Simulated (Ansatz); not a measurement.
## A barrier at the coupled-cluster level

Start structure (AlH4Cl2OF, singlet), relaxed at PBE0-D4/def2-TZVP:

Al1  (-0.967, 0.333, -0.325)
H2  (-1.052, -0.806, 0.810)
Cl3  (-1.261, -0.337, -2.307)
Cl4  (-1.808, 2.173, 0.222)
H5  (1.378, -0.019, 0.295)
O6  (0.941, 0.582, -0.350)
H7  (0.237, -1.194, 1.371)
F8  (1.185, -1.207, 1.503)
H9  (1.347, 0.476, -1.219)
(Å)

The step: AlHCl₂ ([Cl][AlH][Cl]) + H₂O + HF → AlHCl₂O ([OH][Al]([Cl])[Cl]) + HF + H₂; bonds formed: H2–H7, H5–F8; dative contacts that become bonds: Al1–O6; bonds broken: Al1–H2, H5–O6, H7–F8. Program: Ansatz 0.2.0. Basis: def2-TZVPP and def2-QZVPP. Cores are frozen in the correlated methods. Extrapolation: Hartree–Fock as exp(−7.88 √X), correlation as X^−2.97. Energies below are by CCSD(T) at an estimated basis limit (MP2 extrapolated from triple and quadruple zeta, plus CCSD(T) − MP2 in triple zeta).

Q: What are the electronic barrier and the energy of the step, from the start structure to the end structure? (To be estimated.)

A: By the calculation: Barrier 0.528 eV; step energy -0.115 eV (downhill); reverse barrier, their difference, 0.643 eV. Barrier and step energy count from the start structure, the reverse barrier from the end structure.

The saddle point: One imaginary mode of 1007i cm⁻¹.
| pair | start (Å) | saddle (Å) | end (Å) |
| --- | --- | --- | --- |
| Al1–O6 | 1.92 | 1.81 | 1.71 |
| H2–H7 | 1.46 | 0.93 | 0.76 |
| H5–F8 | 1.71 | 1.18 | 0.95 |
| Al1–H2 | 1.61 | 1.74 | 2.12 |
| H5–O6 | 0.98 | 1.17 | 1.63 |
| H7–F8 | 0.96 | 1.26 | 2.21 |

Zero-point energy (harmonic, PBE0-D4): ZPE is 1.330 eV at the start and 1.200 eV at the saddle, so the barrier goes from 0.528 to 0.398 eV.

The T1 diagnostic stays at or below 0.011.

Labels in which every atom is bracketed show which atoms are joined, not bond orders.

For scale, one of the runs: CCSD(T)/def2-TZVPP, 244 basis functions, launched by `ansatz run in.yaml --threads 8 --pin off --events-out ev --progress --plain --max-ram 19148MiB`. Time: 44 s of wall clock on 8 CPU threads of an Intel Xeon Platinum 8488C; the host was shared. Peak host memory: 4.7 GiB.
